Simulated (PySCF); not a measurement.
SMILES Cc1ccc(C=O)cc1, GFN2-xTB optimised geometry.

```
17

C     -1.54    -2.58     0.01
C     -0.79    -1.28     0.00
C     -1.46    -0.07     0.00
C     -0.76     1.13     0.00
C      0.63     1.12     0.00
C      1.39     2.38     0.00
O      2.59     2.48    -0.01
C      1.31    -0.10     0.00
C      0.61    -1.28     0.00
H     -1.11    -3.28    -0.69
H     -1.48    -3.03     1.01
H     -2.59    -2.43    -0.23
H     -2.54    -0.05     0.00
H     -1.29     2.07     0.00
H      0.74     3.28     0.00
H      2.39    -0.09     0.00
H      1.13    -2.23     0.00
```

Density from B3LYP/def2-SVP (PySCF 2.14.0) at that geometry.

Minimum of the electron density along straight lines between bonded atoms, close to the bond critical point (lines longer than 1.1 times the sum of covalent radii, or with two minima, are not listed):

```tsv
bond	length / Å	ρ at the minimum / e bohr⁻³	∇²ρ there / e bohr⁻⁵	position (fraction from the first atom)
C1–C2	1.496	0.259	(withheld)	0.49
C2–C3	1.391	0.311	-0.80	0.50
C3–C4	1.380	0.317	-0.83	0.50
C4–C5	1.394	0.309	-0.79	0.50
C5–C6	1.464	0.280	(withheld)	0.50
C6–O7	1.206	0.412	(withheld)	0.33
C5–C8	1.397	0.308	-0.78	0.50
C2–C9	1.394	0.311	-0.80	0.50
C8–C9	1.378	0.318	-0.83	0.50
C1–H10	1.088	0.277	-1.02	0.63
C1–H11	1.090	0.274	-1.00	0.63
C1–H12	1.087	0.278	-1.03	0.63
C3–H13	1.081	0.284	-1.08	0.63
C4–H14	1.081	0.284	-1.08	0.63
C6–H15	1.110	0.275	-1.02	0.63
C8–H16	1.080	0.287	-1.12	0.64
C9–H17	1.081	0.284	-1.08	0.63
```

Task: Fill in the missing entries.

Result: 
- C1–C2, ∇²ρ there / e bohr⁻⁵: -0.62
- C5–C6, ∇²ρ there / e bohr⁻⁵: -0.71
- C6–O7, ∇²ρ there / e bohr⁻⁵: 0.47
